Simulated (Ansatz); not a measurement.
Start from `N[SiH2]OP` and change one atom or group to get `N[SiH2]OC[SiH3]`.

Ansatz, PBE0-D4/def2-TZVP geometries, multiplicity 1. Each molecule was computed in one conformer, which needn't be the lowest.

```json
{"property": "LUMO energy (B3LYP/def2-TZVPP) / eV", "`N[SiH2]OP`": "-0.32"}
{"property": "HOMO–LUMO gap (PBE0/def2-TZVPP) / eV", "`N[SiH2]OP`": "6.96"}
{"property": "size of the dipole moment (B3LYP/def2-TZVPP) / D", "`N[SiH2]OP`": "1.45"}
{"property": "LUMO energy (PBE0/def2-TZVPP) / eV", "`N[SiH2]OP`": "-0.09"}
{"property": "size of the dipole moment (ωB97M-V/def2-TZVPP) / D", "`N[SiH2]OP`": "1.47"}
{"property": "HOMO energy (PBE/def2-TZVPP) / eV", "`N[SiH2]OP`": "-5.82"}
```

Task: What does the change do to each property? (Best estimate.)

Result: Computed: 
| property | `N[SiH2]OC[SiH3]` | shift |
| --- | --- | --- |
| LUMO energy (B3LYP/def2-TZVPP) / eV | 0.28 | 0.60 |
| HOMO–LUMO gap (PBE0/def2-TZVPP) / eV | 8.38 | 1.42 |
| size of the dipole moment (B3LYP/def2-TZVPP) / D | 0.57 | -0.88 |
| LUMO energy (PBE0/def2-TZVPP) / eV | 0.55 | 0.64 |
| size of the dipole moment (ωB97M-V/def2-TZVPP) / D | 0.55 | -0.92 |
| HOMO energy (PBE/def2-TZVPP) / eV | -6.41 | -0.59 |

With PBE0 the HOMO falls by 0.78 eV and the LUMO rises by 0.64 eV, so the gap widens by about 1.42 eV. PBE moves the HOMO by -0.59 eV and ωB97M-V by -0.92 eV. Dipoles are sizes alone; their direction can turn.

B3LYP here is the variant with VWN-RPA as its local correlation; programs differ in this.
